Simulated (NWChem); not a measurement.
System: HfH4O; SMILES [HfH3][OH]

Input file for NWChem:

```
start job
memory heap 200 mb stack 900 mb global 1100 mb
geometry units angstroms noautosym nocenter noautoz
  Hf     0.028346     0.157555    -0.002633
  O      0.083210    -1.731320    -0.008382
  H      0.111420    -2.687327    -0.011334
  H     -0.965517     0.707212     1.466338
  H      1.770231     0.790457     0.111734
  H     -0.770881     0.722014    -1.580688
end
basis spherical
  * library def2-svp
end
ecp
  Hf library def2-ecp
end
dft
  xc xpbe96 cpbe96
  iterations 150
end
tddft
  nroots 8
  notriplet
end
task tddft energy
```

All runs use the structure optimised with PBE0/def2-SVP. def2 effective core potentials on Hf; no spin-orbit coupling.

Vertical excitations in the gas phase.

Q: Predict the main results of this run. (PBE/def2-SVP with def2 effective core potentials on Hf, full TDDFT.) Quantities: lowest excitation, singlet (eV); orbital gap (eV).

A: The lowest excitation, singlet (eV) comes out as 4.29 and the orbital gap (eV) is 4.27.
